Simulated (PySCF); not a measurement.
C2H6BiF, SMILES [CH3][Bi]([CH3])[F].

The structure is a stationary point at PBE-D3(BJ)/def2-SVP. The structure was generated by enumeration; whether it is a known compound was not checked. The def2 effective core potentials stand for the cores of Bi; spin–orbit coupling is left out.

These are PySCF with PBE-D3(BJ)/def2-SVP values and carry that method's errors.

Frequencies are harmonic and unscaled.

Q: List the normal modes with their intensities. (Estimate from the structure and the level; the computed values follow.)

A: 
| mode | ν (cm⁻¹) | IR (km/mol) | moving atoms (share of kinetic energy) |
|---|---|---|---|
| 1 | 45 | 0.0 | H 98 % |
| 2 | 75 | 0.3 | H 92 % |
| 3 | 142 | 3.5 | F 50 %, C 28 %, H 18 % |
| 4 | 148 | 2.1 | F 34 %, C 34 %, H 26 % |
| 5 | 157 | 2.1 | C 54 %, H 31 %, Bi 9 % |
| 6 | 452 | 26.1 | C 74 %, H 18 % |
| 7 | 455 | 17.3 | C 75 %, H 18 % |
| 8 | 535 | 41.5 | F 91 % |
| 9 | 661 | 7.4 | H 89 %, C 11 % |
| 10 | 678 | 13.3 | H 82 %, C 16 % |
| 11 | 679 | 0.2 | H 84 %, C 16 % |
| 12 | 761 | 16.8 | H 81 %, C 18 % |
| 13 | 1112 | 2.3 | H 82 %, C 18 % |
| 14 | 1126 | 0.7 | H 83 %, C 17 % |
| 15 | 1364 | 2.2 | H 95 % |
| 16 | 1376 | 6.8 | H 95 % |
| 17 | 1377 | 2.3 | H 94 % |
| 18 | 1389 | 11.2 | H 95 % |
| 19 | 2983 | 5.7 | H 98 % |
| 20 | 2984 | 5.6 | H 98 % |
| 21 | 3108 | 1.1 | H 90 %, C 10 % |
| 22 | 3109 | 6.3 | H 90 %, C 10 % |
| 23 | 3113 | 5.7 | H 90 %, C 10 % |
| 24 | 3113 | 0.6 | H 90 %, C 10 % |
